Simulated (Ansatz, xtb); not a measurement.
F2H3Si3: where a starting geometry ends

The starting geometry of this gas-phase doublet has its atoms placed at random.

```xyz
8

F    -1.3385   -0.7067   -1.7945
F     0.0060    2.2929    0.0569
Si    0.2987    0.3175    1.0350
Si    0.1375   -1.9046   -1.4335
Si   -1.9643   -0.3529    0.5256
H     0.0644    1.8687   -0.8731
H     0.8271   -0.9084   -1.5349
H    -1.5856    1.0566    1.2720
```

Guess where an optimisation with r2SCAN-D4/def2-SVP ends from this start.

It falls apart into FH2Si3 + FH. Distances that change by over a tenth: Si4–H7 (1.22 → 1.48 Å). Contacts that close: F1–Si4 (1.93 → 1.66 Å), Si3–Si4 (3.33 → 2.39 Å), Si3–H8 (2.04 → 1.70 Å), Si4–Si5 (3.27 → 2.28 Å).

The energy falls by 5.26 eV over 25 steps:

| step | E − E(last) (eV) |
| --- | --- |
| 1 | 5.260 |
| 4 | 2.156 |
| 6 | 1.507 |
| 9 | 0.784 |
| 12 | 0.191 |
| 14 | 0.062 |
| 17 | 0.027 |
| 20 | 0.003 |
| 22 | 0.000 |
| 25 | 0.000 |

Final geometry (Å):

```csv
atom,x (Å),y (Å),z (Å)
F,-0.1934,0.3073,-2.0669
F,-0.5297,2.4559,-0.5979
Si,0.2792,0.1045,1.3770
Si,-0.1971,-0.7687,-0.8017
Si,-1.7292,-0.9903,0.8679
H,-0.3895,1.9138,-1.3458
H,0.5351,-1.9565,-1.3060
H,-1.3300,0.5972,1.1270
```

From the same start GFN2-xTB ends elsewhere, in pieces: FH2Si3 + FH.

From so rough a start the end depends on the optimiser's path, so another program may land elsewhere. No frequencies were run, so the end isn't proven a minimum. Open shells are spin-unrestricted. Run with Ansatz 0.2.0, 2.1 min on 2 threads of Intel(R) Xeon(R) 6975P-C (Granite Rapids), on a shared host.
